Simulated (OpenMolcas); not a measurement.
An OpenMolcas run meant for S4+ (ANO-L-VQZP, non-relativistic; inactive shells 1s 2s 2p; intended active space 2 electrons in 4 orbitals (3s 3p)). One step of its input:

```
&CASPT2
Multistate=3 1 2 3
Frozen=1 0
IPEA=0.25
Shift=1.5
MaxIter=60
WThr=0.0 0.3 0.05
PrWF=0.5
NoMix
```

The run finished. Its levels beside those of a sound run (SS-CASPT2, IPEA 0.25 Eh, imaginary shift 0.1 Eh (closed shells correlated: 2s 2p)), in cm⁻¹ above each run's lowest level:

```tsv
Level	This run	Usual run
3s² ¹S₀	0.0	0.0
3s 3p ³P°₀	81424	81226
3s 3p ³P°₁	81752	81554
3s 3p ³P°₂	82421	82223
3s 3p ¹P°₁	131105	129030
```

Task: Which setting is unsound, and how much does it matter here?

Result: The level shift is far above the usual 0.1 to 0.3 hartree and damps the second-order energy. Against the sound run the excited levels shown move by 670 cm-1 on average and by 2100 cm-1 at most.

Levels of configurations outside the active space are missing.

° marks odd parity.
